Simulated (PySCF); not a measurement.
SMILES [SiH3]/C=C\c1ccco1 (C₆H₈OSi) at its GFN2-xTB optimised geometry (Å):

```
16

Si     0.3549    -2.5416    -0.0260
C     -1.2306    -1.5366    -0.0076
C     -1.3943    -0.2086     0.0008
C     -0.3836     0.8132     0.0000
C      0.9925     0.8132     0.0000
C      1.3933     2.1656     0.0000
C      0.2445     2.8983     0.0002
O     -0.8274     2.0974     0.0004
H      1.1455    -2.2480    -1.2254
H     -0.0279    -3.9559    -0.0422
H      1.1545    -2.2782     1.1746
H     -2.1442    -2.1192    -0.0044
H     -2.3963     0.2098     0.0090
H      1.6362    -0.0400     0.0007
H      2.3963     2.5409     0.0000
H      0.0679     3.9559     0.0001
```

Method: CAM-B3LYP/def2-TZVP in PySCF 2.14.0. Cells within 0.4 Å of a nucleus heavier than hydrogen are left out (blank, or x).

Map of the deformation density (molecule minus spherical neutral atoms) (e/bohr³) on the plane z = 0.0 Å:

```
|11111111111111111111111111111|
|11111111111111111111111111111|
|11111111111111111111111111111|
|11111111111111111111111111111|
|11111111111111111111111111111|
|11111111111112941111111111111|
|11111111111112851111111111111|
|11111111111111xx3112111111111|
|111111111222153x9458311111111|
|111111111127x3114xx5211111111|
|111111111111x3003821111111111|
|11111111111023124721111111111|
|1111111111112xx8xx11111111111|
|1111111125338x343851111111111|
|1111111138xx52012671111111111|
|1111111112xx20011111111111111|
|11111111114931111111111111111|
|11111111112x32111111111111111|
|11111111147x75201111111111111|
|11111111196344211111111111111|
|11111111112122xx1111111111111|
|11111111111111220111111111111|
|11111111111113541111111111111|
|11111111111113842111111111111|
|11111111111111221111111111111|
|11111111111111111111111111111|
|11111111111111111111111111111|
|11111111111111111111111111111|
|11111111111111111111111111111|
```
Scale: ten equal steps from -0.030 (start of '0') to 0.122 (end of '9'), in the order '0123456789'; x runs from -6.00 to 6.00, y from -6.00 (bottom) to 6.00 (top).
